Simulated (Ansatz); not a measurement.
Isolated molecules relaxed with PBE0-D4/def2-TZVP in Ansatz; ΔE leaves out vibrations. CCSD(T)/CBS is the MP2 limit (def2-TZVPP, def2-QZVPP) plus CCSD(T) − MP2 in def2-TZVPP, frozen cores. Functionals use def2-TZVPP. For Ge outer-core shells are correlated without core-valence functions, which leaves a few kJ/mol of doubt a bond. Scalar relativity is left out up to krypton. Each species was taken in one conformer, which may not be the lowest.

Consider the cleavage of the Si–B bond: `[SiH3]B[SiH2][SiH3]` + `N=[C]1[CH2][GeH2]1` → `[SiH3]/N=[C]1/[CH2][GeH2]1` + `B[SiH2][SiH3]`.

```
             level  ΔE (kJ/mol)  difference from CCSD(T)/CBS
            PBE-D4        -45.0                         13.5
         r2SCAN-D4        -56.1                          2.4
           ωB97X-V        -54.7                          3.8
               PBE        -45.3                         13.2
              PBE0        -48.4                         10.1
     HF/def2-TZVPP        -72.8                        -14.3
   CCSD/def2-TZVPP        -56.8                          1.7
     HF/def2-QZVPP        -74.2                        -15.7
SCS-MP2/def2-QZVPP        -70.2                        -11.7
     MP2/CBS(def2)        -70.6                        -12.1
       CCSD(T)/CBS        -58.5                            0
```

Largest T1 diagnostic among the species: 0.015.

In def2-TZVPP, CCSD(T) changes the Hartree–Fock value by +15.8 kJ/mol (the triples alone add −0.1 kJ/mol) and MP2 by +3.8 kJ/mol. From PBE to PBE0 (25 % exact exchange), in def2-TZVPP and without D4, ΔE moves by −3.0 kJ/mol.
